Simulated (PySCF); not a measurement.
oxasilolan-5-one (C3H6O2Si), SMILES [SiH2]1CCC(=O)O1.

The structure is a stationary point at B3LYP-D3(BJ)/def2-SVP. Other conformers were not sampled.

All values below come from B3LYP-D3(BJ)/def2-SVP (PySCF 2.14.0).

Frequencies are harmonic and unscaled.

Task: List the normal modes with their intensities. (An estimate is asked for; the answer gives what the named calculation found.)

Result: 
| mode | ν (cm⁻¹) | IR (km/mol) | Raman (Å⁴/amu) | depolarisation | moving atoms (share of kinetic energy) |
|---|---|---|---|---|---|
| 1 | 111 | 1.6 | 0.4 | 0.71 | H 44 %, C 36 %, O 20 % |
| 2 | 130 | 0.2 | 0.5 | 0.75 | O 61 %, H 23 %, Si 12 % |
| 3 | 429 | 4.4 | 2.2 | 0.36 | H 34 %, C 22 %, O 22 %, Si 22 % |
| 4 | 475 | 3.6 | 2.6 | 0.72 | O 55 %, H 20 %, C 19 % |
| 5 | 521 | 18.3 | 2.9 | 0.36 | C 28 %, O 26 %, H 26 %, Si 20 % |
| 6 | 541 | 9.8 | 5.3 | 0.70 | H 64 %, C 19 %, Si 13 % |
| 7 | 607 | 11.8 | 3.1 | 0.75 | C 46 %, O 22 %, Si 16 %, H 16 % |
| 8 | 686 | 25.1 | 11.8 | 0.64 | H 78 %, C 10 % |
| 9 | 703 | 6.6 | 18.4 | 0.19 | C 47 %, H 36 %, Si 11 % |
| 10 | 759 | 9.1 | 10.2 | 0.22 | O 33 %, H 32 %, C 31 % |
| 11 | 768 | 53.5 | 3.7 | 0.56 | H 65 %, C 26 % |
| 12 | 882 | 156.4 | 6.5 | 0.71 | H 58 %, C 19 %, Si 16 % |
| 13 | 926 | 13.3 | 2.0 | 0.73 | H 56 %, C 36 % |
| 14 | 942 | 118.3 | 0.7 | 0.42 | O 64 %, C 18 %, H 11 % |
| 15 | 987 | 126.2 | 13.3 | 0.74 | H 93 % |
| 16 | 999 | 40.3 | 5.6 | 0.60 | C 47 %, H 44 %, O 8 % |
| 17 | 1121 | 19.0 | 1.9 | 0.75 | H 71 %, C 27 % |
| 18 | 1130 | 171.8 | 2.5 | 0.70 | H 46 %, C 45 % |
| 19 | 1222 | 168.2 | 1.9 | 0.20 | C 60 %, H 26 %, O 13 % |
| 20 | 1252 | 3.1 | 6.3 | 0.69 | H 83 %, C 16 % |
| 21 | 1299 | 18.2 | 1.6 | 0.63 | H 62 %, C 37 % |
| 22 | 1426 | 3.2 | 15.2 | 0.75 | H 94 % |
| 23 | 1442 | 12.4 | 8.5 | 0.67 | H 91 %, C 9 % |
| 24 | 1896 | 405.4 | 9.1 | 0.50 | C 64 %, O 36 % |
| 25 | 2247 | 116.3 | 153.1 | 0.18 | H 97 % |
| 26 | 2264 | 113.9 | 137.2 | 0.27 | H 96 % |
| 27 | 3050 | 6.8 | 101.8 | 0.12 | H 94 % |
| 28 | 3061 | 7.2 | 96.0 | 0.16 | H 94 % |
| 29 | 3118 | 3.0 | 91.7 | 0.34 | H 91 %, C 9 % |
| 30 | 3126 | 4.8 | 90.8 | 0.75 | H 91 %, C 9 % |
